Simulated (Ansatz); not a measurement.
A made-up structure of CH$_{3}$Zn, doublet:

C1  (-0.379, -0.733, 0.063)
Zn2  (0.495, 0.957, -0.082)
H3  (1.051, 2.279, 0.450)
H4  (-1.123, -1.095, -0.645)
H5  (1.199, 2.318, -0.198)
(Å)

It is relaxed with PBE-D4/def2-SVP and then PBE0-D4/def2-TZVP (Ansatz 0.2.0). Atoms count as bonded within 1.22 times the sum of their covalent radii (H–H: 0.88 Å). The end point is not checked to be a true minimum.

Problem. Does its bonding change? (A judgement: the text doesn't fix the answer.)

Solution. The calculation gives: Yes. Formed: none; broken: Zn2–H3, Zn2–H5.

Where it ends: The first stage lowers the energy by 1.79 eV in 17 steps. It ends as a complex of CHZn ([CH][Zn]) + H₂:
C1  (-0.306, -0.365, 0.050)
Zn2  (-0.162, 0.953, -1.384)
H3  (1.183, 1.898, 0.667)
H4  (-0.876, -1.300, -0.091)
H5  (1.405, 2.540, 0.345)
(Å)

Labels in which every atom is bracketed show which atoms are joined, not bond orders.

For scale, one of the runs: PBE0-D4/def2-TZVP relaxation, 97 basis functions, launched by `ansatz run in.yaml --threads 2 --pin off --events-out ev --progress --plain --max-ram 4352MiB`. The run took about 30 s on 2 CPU threads of an Intel Xeon 6975P-C (shared host).
